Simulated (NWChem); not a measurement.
C$_{2}$HF$_{2}$, doublet; SMILES [CH]=C(F)F

In the optimisation the excess spin sits in a' (Cs, its own frame).

Give the equilibrium geometry at PBE0/def2-SVP, spin-unrestricted (NWChem) as an XYZ file, with the point group.

point group Cs; any orientation.
```
5

C     -0.8721    -1.1350     0.0000
C     -0.0934    -0.0796     0.0000
F     -0.5154     1.1612     0.0000
F      1.2228    -0.1075     0.0000
H     -0.8045    -2.2160     0.0000
```
